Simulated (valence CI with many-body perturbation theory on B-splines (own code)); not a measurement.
Energy levels of La42+

Calculated by configuration interaction combined with many-body perturbation theory (CI+MBPT): five valence electrons over a frozen Dirac-Fock core [Ne], radial functions for each j: 11 s, 11 p, 10 d, 8 f, 5 g, 2 h, with the one-electron correlation potential Σ1 (screened to all orders), the two-electron term Σ2, the three-electron term Σ3, Breit, model QED; selected single and double excitations, second order for the rest, scaled by the run's own slope (own B-spline code, finite nucleus).

No measured spectrum was set against this ion. As an estimate, large intervals hold to a few tenths of a per cent, small ones and those within an open d or f shell to about a per cent. Among the levels kept, up to 3200 cm⁻¹ of a level comes from second order outside the variational space, and about a tenth of that is noise between levels of different J, which matters for small intervals.

Levels 136 to 170 of 170, with energies above the lowest level, (3s^2 3p1/2^2 3p3/2) J=3/2. "Leading %" is the weight of the configuration and term that name the level; weights of strongly mixed levels are sums over their largest components and can fall short. In the jj column 3d3/2^4 stands for four electrons in 3d with j = 3/2. Lifetimes count E1, E2, E3, M1 and M2 decay at the calculated energies, and are blank where another channel may lead or the interval is too uncertain; long ones can be off by a factor of two.

| No. | Configuration | Term | J | E (Ry) | Leading % | Second component | Lifetime | g | Leading jj |
| --- | --- | --- | --- | --- | --- | --- | --- | --- | --- |
| 136 | 3s3p²3d² | ⁴F | 9/2 | 42.614 | 29 | 14 % 3s3p²3d² ²G | 7.50 ps | 1.278 | 3s 3p1/2^2 3d3/2 3d5/2 (74 %) |
| 137 | 3p⁵ | ²P° | 1/2 | 42.621 | 50 | 10 % 3s3p³3d ²S° | 1.06 ps | 0.828 | 3p1/2 3p3/2^4 (50 %) |
| 138 | 3s3p²3d² | ²F | 5/2 | 42.798 | 21 | 13 % 3s3p²3d² ⁴G | 8.22 ps | 1.166 | 3s 3p1/2^2 3d3/2 3d5/2 (83 %) |
| 139 | 3s3p²3d² | ⁴P | 3/2 | 42.834 | 17 | 16 % 3s3p²3d² ⁴D | 12.1 ps | 1.102 | 3s 3p1/2^2 3d3/2 3d5/2 (68 %) |
| 140 | 3s²3p3d² | ²F° | 7/2 | 43.064 | 35 | 18 % 3s²3p3d² ²G° | 3.46 ps | 1.154 | 3s^2 3p3/2 3d5/2^2 (58 %) |
| 141 | 3s3p²3d² | ⁴H | 7/2 | 43.085 | 26 | 16 % 3s3p²3d² ²G | 8.87 ps | 0.959 | 3s 3p1/2^2 3d3/2 3d5/2 (82 %) |
| 142 | 3s3p²3d² | ²P | 1/2 | 43.177 | 26 | 18 % 3s3p²3d² ⁴D | 11.1 ps | 1.156 | 3s 3p1/2^2 3d3/2 3d5/2 (66 %) |
| 143 | 3s²3p3d² | ²H° | 11/2 | 43.186 | 78 | 21 % 3s²3p3d² ⁴G° | 5.84 ps | 1.123 | 3s^2 3p3/2 3d5/2^2 (64 %) |
| 144 | 3s²3p3d² | ²G° | 9/2 | 43.310 | 39 | 24 % 3s²3p3d² ⁴F° | 4.93 ps | 1.193 | 3s^2 3p3/2 3d5/2^2 (66 %) |
| 145 | 3s²3p3d² | ⁴D° | 7/2 | 43.363 | 31 | 31 % 3s²3p3d² ²G° | 1.59 ps | 1.165 | 3s^2 3p3/2 3d3/2 3d5/2 (56 %) |
| 146 | 3s²3p3d² | ²D° | 5/2 | 43.592 | 26 | 12 % 3s²3p3d² ²F° | 1.08 ps | 1.109 | 3s^2 3p3/2 3d3/2 3d5/2 (68 %) |
| 147 | 3s²3p3d² | ²P° | 1/2 | 43.799 | 61 | 14 % 3s²3p3d² ⁴D° | 1.92 ps | 0.751 | 3s^2 3p3/2 3d5/2^2 (58 %) |
| 148 | 3s²3p3d² | ²D° | 3/2 | 43.871 | 36 | 23 % 3s²3p3d² ²P° | 1.07 ps | 0.982 | 3s^2 3p3/2 3d3/2 3d5/2 (74 %) |
| 149 | 3s²3p3d² | ²G° | 9/2 | 43.894 | 72 | 10 % 3s²3p3d² ²H° | 1.35 ps | 1.098 | 3s^2 3p3/2 3d3/2 3d5/2 (83 %) |
| 150 | 3s²3p3d² | ²D° | 3/2 | 44.172 | 25 | 13 % 3s²3p3d² ²P° | 942 fs | 1.157 | 3s^2 3p3/2 3d3/2 3d5/2 (61 %) |
| 151 | 3s3p²3d² | ⁴F | 9/2 | 44.317 | 23 | 14 % 3s3p²3d² ²G | 8.13 ps | 1.230 | 3s 3p1/2^2 3d5/2^2 (67 %) |
| 152 | 3s²3p3d² | ²F° | 5/2 | 44.339 | 49 | 27 % 3s²3p3d² ²D° | 1.38 ps | 1.019 | 3s^2 3p3/2 3d3/2 3d5/2 (82 %) |
| 153 | 3s3p³3d | ⁴P° | 1/2 | 44.475 | 26 | 26 % 3s3p³3d ²S° | 956 fs | 2.018 | 3s 3p3/2^3 3d3/2 (51 %) |
| 154 | 3p⁴3d | ⁴D | 3/2 | 44.670 | 20 | 18 % 3p⁴3d ²D | 5.98 ps | 0.939 | 3p1/2^2 3p3/2^2 3d3/2 (51 %) |
| 155 | 3s²3p3d² | ²P° | 1/2 | 44.821 | 67 | 7 % 3s²3p3d² ²S° | 1.42 ps | 0.655 | 3s^2 3p3/2 3d3/2 3d5/2 (54 %) |
| 156 | 3s3p²3d² | ⁴D | 5/2 | 44.822 | 18 | 13 % 3s3p²3d² ⁴P | 6.05 ps | 1.310 | 3s 3p1/2^2 3d5/2^2 (71 %) |
| 157 | 3s3p³3d | ⁴P° | 3/2 | 44.848 | 18 | 13 % 3s²3p3d² ²P° | 1.28 ps | 1.431 | 3s 3p3/2^3 3d3/2 (35 %) |
| 158 | 3s3p³3d | ⁴F° | 7/2 | 44.870 | 12 | 11 % 3s3p³3d ²F° | 1.61 ps | 1.174 | 3s^2 3p3/2 3d5/2^2 (35 %) |
| 159 | 3s3p²3d² | ⁴H | 7/2 | 44.889 | 16 | 12 % 3p⁴3d ⁴D | 6.92 ps | 1.090 | 3s 3p1/2^2 3d5/2^2 (61 %) |
| 160 | 3s²3p3d² | ²P° | 3/2 | 45.084 | 35 | 17 % 3s3p³3d ²D° | 2.06 ps | 1.232 | 3s^2 3p3/2 3d5/2^2 (48 %) |
| 161 | 3s²3p3d² | ²D° | 5/2 | 45.148 | 39 | 11 % 3s²3p3d² ⁴P° | 2.57 ps | 1.229 | 3s^2 3p3/2 3d5/2^2 (65 %) |
| 162 | 3s3p³3d | ⁴F° | 9/2 | 45.270 | 34 | 19 % 3s3p³3d ²G° | 1.96 ps | 1.253 | 3s 3p3/2^3 3d5/2 (66 %) |
| 163 | 3s3p²3d² | ⁴F | 3/2 | 45.314 | 15 | 11 % 3s3p²3d² ²P | 6.78 ps | 1.105 | 3s 3p1/2^2 3d5/2^2 (65 %) |
| 164 | 3p⁴3d | ⁴D | 5/2 | 45.367 | 24 | 10 % 3s3p²3d² ⁴F | 3.71 ps | 1.147 | 3p1/2^2 3p3/2^2 3d3/2 (42 %) |
| 165 | 3s3p³3d | ⁴D° | 5/2 | 45.495 | 17 | 10 % 3s²3p3d² ²D° | 1.01 ps | 1.193 | 3s 3p3/2^3 3d3/2 (64 %) |
| 166 | 3s3p²3d² | ⁶F | 1/2 | 45.622 | 46 | 20 % 3s3p²3d² ⁴D | 5.75 ps | 0.081 | 3s 3p1/2 3p3/2 3d3/2^2 (71 %) |
| 167 | 3s²3p3d² | ²F° | 7/2 | 45.716 | 28 | 25 % 3s3p³3d ²F° | 1.22 ps | 1.150 | 3s 3p3/2^3 3d3/2 (42 %) |
| 168 | 3s²3p3d² | ²P° | 3/2 | 45.802 | 27 | 9 % 3s3p³3d ²D° | 1.61 ps | 1.105 | 3s^2 3p3/2 3d5/2^2 (46 %) |
| 169 | 3p⁴3d | ²F | 7/2 | 45.862 | 28 | 25 % 3p⁴3d ²G | 2.65 ps | 1.057 | 3p1/2^2 3p3/2^2 3d3/2 (64 %) |
| 170 | 3s3p²3d² | ⁶F | 3/2 | 45.965 | 41 | 16 % 3s3p²3d² ⁶G | 3.83 ps | 0.889 | 3s 3p1/2 3p3/2 3d3/2^2 (68 %) |
